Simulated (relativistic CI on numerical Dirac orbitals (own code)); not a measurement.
**What each ingredient does to the levels of Kr XXV**

Base calculation: Dirac-Coulomb-Breit CI, KLI orbitals optimised for each configuration, a model potential for QED, unscaled Slater integrals.

CI space (outside the closed core [Ne]): 3s2, 3s 3p, 3p2, 3s 3d, 3d2, 3p 3d, 3p 4s, 3d 4s, 3s 4s, 3s 4p, 3s 4d, 3s 4f, 3s 5s, 3s 5p, 3s 5d, 4s2. Levels of other configurations are missing.

Variants: (1) QED terms removed; (2) only the first 3 configurations. Shifts of the energy above 3s2 1S_0, in cm⁻¹, for the lowest level and the first level of each name with at least 55 % of one term (blank where a level changes its place among those of its configuration and J or its character, or is not in the variant):

```csv
Level,Base,Δ(1),Δ(2)
3s2 1S_0,0,0,0
3s 3p 3P°_0,388308,+2536,+2063
3s 3p 3P°_1,411278,+2507,+3010
3s 3p 3P°_2,489248,+2322,+2253
3s 3p 1P°_1,637470,+2416,+23291
3p2 3P_0,933855,+5125,+5413
3p2 1D_2,997308,+4595,
3p2 3P_1,1003898,+4955,+2981
3p2 3P_2,1093990,+4527,
3s 3d 3D_1,1181312,+2527,
3s 3d 3D_2,1188412,+2511,
3s 3d 3D_3,1199892,+2462,
3p2 1S_0,1213057,+4704,+22860
3s 3d 1D_2,1332322,+3074,
```

At this charge energies of transitions that change n are usually good to better than 1 %, and those within a shell (Δn = 0) to a few per cent.

Ionisation energy from the two ground configurations alone: base 1149.78 eV; QED terms removed 1150.08 eV. The NIST ASD value (semi-empirical) is 1155 eV.

LS names give the leading component of a level, which can be under half, so a name can repeat, a term be missing and a line seem to break the LS rules.
